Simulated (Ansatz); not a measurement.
A run of Ansatz (development build ahead of 0.2.0) on singlet C₈H₈ at this shape:

```yaml
atoms:
  - { symbol: C, position_ang: [-0.8423, -0.8423, -0.8423] }
  - { symbol: C, position_ang: [-0.8423, -0.8423, 0.8423] }
  - { symbol: C, position_ang: [-0.8423, 0.8423, -0.8423] }
  - { symbol: C, position_ang: [-0.8423, 0.8423, 0.8423] }
  - { symbol: C, position_ang: [0.8423, -0.8423, -0.8423] }
  - { symbol: C, position_ang: [0.8423, -0.8423, 0.8423] }
  - { symbol: C, position_ang: [0.8423, 0.8423, -0.8423] }
  - { symbol: C, position_ang: [0.8423, 0.8423, 0.8423] }
  - { symbol: H, position_ang: [-1.5270, -1.5270, -1.5270] }
  - { symbol: H, position_ang: [-1.5270, -1.5270, 1.5270] }
  - { symbol: H, position_ang: [-1.5270, 1.5270, -1.5270] }
  - { symbol: H, position_ang: [-1.5270, 1.5270, 1.5270] }
  - { symbol: H, position_ang: [1.5270, -1.5270, -1.5270] }
  - { symbol: H, position_ang: [1.5270, -1.5270, 1.5270] }
  - { symbol: H, position_ang: [1.5270, 1.5270, -1.5270] }
  - { symbol: H, position_ang: [1.5270, 1.5270, 1.5270] }
```

Its results:

```
Converged                       : yes
Total energy                    : -307.29104 hartree
Spin squared of the determinant : 0.000
```

Question: Which input gives this output? Name the method, the orbitals and the basis set, and write the input.

Answer: RHF in cc-pVDZ. An unrestricted run that stays on the closed shell gives the same numbers.

```yaml
crystal:
  periodic: [false, false, false]
  atoms:
    - { symbol: C, position_ang: [-0.84225, -0.84225, -0.84225] }
    - { symbol: C, position_ang: [-0.84225, -0.84225, 0.84225] }
    - { symbol: C, position_ang: [-0.84225, 0.84225, -0.84225] }
    - { symbol: C, position_ang: [-0.84225, 0.84225, 0.84225] }
    - { symbol: C, position_ang: [0.84225, -0.84225, -0.84225] }
    - { symbol: C, position_ang: [0.84225, -0.84225, 0.84225] }
    - { symbol: C, position_ang: [0.84225, 0.84225, -0.84225] }
    - { symbol: C, position_ang: [0.84225, 0.84225, 0.84225] }
    - { symbol: H, position_ang: [-1.52697, -1.52697, -1.52697] }
    - { symbol: H, position_ang: [-1.52697, -1.52697, 1.52697] }
    - { symbol: H, position_ang: [-1.52697, 1.52697, -1.52697] }
    - { symbol: H, position_ang: [-1.52697, 1.52697, 1.52697] }
    - { symbol: H, position_ang: [1.52697, -1.52697, -1.52697] }
    - { symbol: H, position_ang: [1.52697, -1.52697, 1.52697] }
    - { symbol: H, position_ang: [1.52697, 1.52697, -1.52697] }
    - { symbol: H, position_ang: [1.52697, 1.52697, 1.52697] }
basis:
  gaussian: { orbitals: cc-pVDZ }
hamiltonian:
  xc: hf
```

Caution: no unrestricted run beside it, a lower state can exist.
